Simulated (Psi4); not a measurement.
C4H12Ge, triplet, at the geometry of the source list (a higher spin typed on purpose: for a closed-shell molecule this is an excited state). Base run: PBE0/6-31G* in Psi4.

Geometry (Å):
```xyz
17

Ge     0.7383     1.6931     0.1969
C     -0.0566    -0.1348    -0.0179
C     -0.2348    -0.7688     1.3577
C      0.8754    -0.9963    -0.8630
C     -1.4136    -0.0169    -0.7037
H      1.9698     1.6737     1.0474
H      1.1264     2.3002    -1.1205
H     -0.2225     2.6431     0.8455
H     -0.6612    -1.7700     1.2663
H      0.7230    -0.8522     1.8699
H     -0.9045    -0.1683     1.9724
H      1.8484    -1.0943    -0.3819
H      1.0229    -0.5521    -1.8482
H      0.4590    -1.9948    -0.9971
H     -1.3085     0.4175    -1.6990
H     -2.0828     0.6192    -0.1198
H     -1.8786    -0.9984    -0.8051
```
Charge 0, spin multiplicity 3.
Orbitals are unrestricted.
All else is at Psi4's defaults (density fitting, Cartesian functions).

The base run was repeated with changes; each row names its change, and settings that it needs were set with it.

| change | basis functions | E (Eh) | dipole (D) |
|---|---|---|---|
| base | 119 | -2235.51244 | 5.28 |
| basis = cc-pVDZ-DK; relativity = none (with scf_type pk) | 143 | -2224.05372 | 4.44 |
| basis = cc-pVDZ-DK; relativity = spin-free X2C (with scf_type pk) | 143 | -2257.70385 | 4.42 |

Totals shift with the method and basis; they matter in differences.

Open shells are given as the SCF converged; they aren't shown to be the lowest states, and a large step between rows can be another state.

Basis sets contracted for a relativistic Hamiltonian are a mismatch without it, so the rows without relativity aren't non-relativistic limits. No row has spin-orbit coupling; sets with core potentials leave out the core electrons.
